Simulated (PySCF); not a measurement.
Isomers of C6H9F2N, one GFN2-xTB conformer each. Single-point energies are computed at PBE0/pcSseg-1 (PySCF, gas phase, no added dispersion term), electronic only.

```tsv
SMILES	GFN2-xTB relative energy (kJ/mol)
[H]/N=C1\CC[C@H](C(F)F)C1	0.0
FC(F)C1([C@H]2CN2)CC1	118.9
C=C/N=C(\C)CC(F)F	89.6
```

Conformers: `[H]/[N:1]=[C:2]1\[CH2:3][CH2:4][C@H:5]([CH:6]([F:7])[F:8])[CH2:9]1` with C4–C5–C6–F7 180°, N1–C2–C3–C4 -171°, C2–C3–C4–C5 -29°, C3–C4–C5–C6 161°, C4–C5–C9–C2 -32°; `[F:1][CH:2]([F:3])[C:4]1([C@H:5]2[CH2:6][NH:7]2)[CH2:8][CH2:9]1` with F1–C2–C4–C5 58°, C2–C4–C5–C6 89°; `[CH2:1]=[CH:2]/[N:3]=[C:4](\[CH3:5])[CH2:6][CH:7]([F:8])[F:9]` with C1–C2–N3–C4 57°, N3–C4–C6–C7 -90°, C4–C6–C7–F8 -69°.

Task: What does PBE0/pcSseg-1 give for the same structures?

Result: 
```csv
SMILES,PBE0/pcSseg-1 E (Eh),PBE0/pcSseg-1 (kJ/mol),GFN2-xTB (kJ/mol),point group
[H]/N=C1\CC[C@H](C(F)F)C1,-487.90968,0.0,0.0,C1
C=C/N=C(\C)CC(F)F,-487.87493,91.2,89.6,C1
FC(F)C1([C@H]2CN2)CC1,-487.85142,153.0,118.9,C1
```

Both levels put the same isomer lowest; measured from each level's own lowest isomer, the values differ by up to 34.1 kJ/mol (FC(F)C1([C@H]2CN2)CC1: 118.9 against 153.0). As drawn, the lowest has a C=N bond, which the highest lacks; the highest has a three-membered ring and a quaternary carbon, which the lowest lacks.

Task: Which frontier levels, dipoles and rotational constants go with these structures?

Result: 
| SMILES | HOMO (eV, PBE0/pcSseg-1) | LUMO (eV) | dipole (D) | A, B, C (MHz) |
| --- | --- | --- | --- | --- |
| [H]/N=C1\CC[C@H](C(F)F)C1 | -7.23 | -0.10 | 3.76 | 3246, 999.8, 890.7 |
| C=C/N=C(\C)CC(F)F | -6.66 | -0.82 | 1.73 | 3909, 759.6, 700.3 |
| FC(F)C1([C@H]2CN2)CC1 | -7.26 | 1.35 | 1.24 | 2217, 1428, 1149 |
